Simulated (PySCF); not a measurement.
C6H10NSi (doublet state).
Cartesian coordinates in Å at the GFN2-xTB level; atoms count from 1:
```xyz
18
C6H10NSi angstrom
C     -3.7179    1.9236   -0.0460
C     -2.6359    1.3988    0.0972
C     -1.4005    0.8061    0.2647
C     -0.9865   -0.3706   -0.3865
C     -1.7974   -1.0206   -1.2644
Si     0.7351   -1.0369    0.0217
N      1.8331    0.1407   -0.5823
C      3.2639    0.0033   -0.4567
H     -4.6535    2.3826   -0.1654
H     -0.7181    1.2911    0.9489
H     -2.7837   -0.6542   -1.5021
H     -1.4831   -1.9263   -1.7521
H      0.9678   -1.0887    1.4710
H      0.8610   -2.3945   -0.5367
H      1.5810    0.6488   -1.4175
H      3.4859   -0.4638    0.5001
H      3.6989   -0.6178   -1.2481
H      3.7412    0.9845   -0.4870
```

The hyperfine couplings belong to this conformer and change with its torsions.

Identity: `C#C/C=C(\[CH2])[SiH2]NC` [radical].

Method: UKS B3LYP, pcH-1 on C H N Si, non-relativistic, mean-field spin-orbit, GIAO (PySCF). Geometry: GFN2-xTB, one conformer, isolated molecule. A GFN2-xTB geometry isn't a minimum of the functional, and hyperfine couplings can be far from their values at a DFT geometry. The SCF solution wasn't tested for stability. ⟨S²⟩ is 0.783 where a pure state has 0.75.

Give the principal g shifts and their parts.

```csv
Δg (ppm),1,2,3
relativistic mass correction,-140,-140,-140
gauge correction,0,31,30
orbital Zeeman/spin–orbit,30,637,681
total,-110,527,571
```

So g = 2.00221, 2.00285, 2.00289 and g_iso = 2.00265; the tensor is close to axial: the two nearest values differ by 6 % of g3 − g1. Axes: g2 points within 11° of the C4–C5 bond and g3 points within 13° of the C1–H9 bond.

What effective moment and Curie constant follow for a powder?

With the mean of g² = 4.0106 and S(S+1) = 0.75: μ_eff = √(⟨g²⟩S(S+1)) = 1.734 μB and χT = 0.12505·⟨g²⟩·S(S+1) = 0.376 cm³ K/mol (cgs; spin-Hamiltonian part alone).

Average each term over the three axes. Which is largest in size?

The orbital-Zeeman/spin–orbit term 449, the mass correction -140 and the gauge correction 20 ppm, for a total of 329 ppm. The orbital-Zeeman/spin–orbit term is the largest in size. The mass correction is the same along every axis, so the anisotropy comes from the other two: their spans along these axes are 31 (gauge) and 650 ppm (orbital Zeeman/spin–orbit).

In a frozen sample, at which fields do the three g values resonate at 9.5, 34, 94 and 263 GHz (hyperfine left aside), and which band first spreads them over more than twice a line width of 0.5 mT?

| band | GHz | B(g3) mT | B(g2) mT | B(g1) mT | spread mT |
| --- | --- | --- | --- | --- | --- |
| X | 9.5 | 338.89 | 338.89 | 339.00 | 0.12 |
| Q | 34.0 | 1212.86 | 1212.89 | 1213.27 | 0.41 |
| W | 94.0 | 3353.20 | 3353.27 | 3354.34 | 1.14 |
| J | 263.0 | 9381.82 | 9382.02 | 9385.01 | 3.19 |

The spread grows in proportion to the frequency. W band is the first where it exceeds 1.0 mT.

Largest spin populations (Mulliken): C3 (+0.61), C5 (+0.54), C1 (+0.36) and C4 (-0.24). Three atoms exceed +0.15. The positive populations add up to 1.52 and the negative ones to -0.52, together 2S = 1. The angles at C3 add up to 360.0°, so it is planar.

The HOMO–LUMO gaps are 4.97 eV among the α and 3.67 eV among the β orbitals.

The run took 2.2 min (grids of density and orbitals included) on an Arm Neoverse V1 with one thread, on a shared host, and the process peaked at 1.1 GiB of memory.
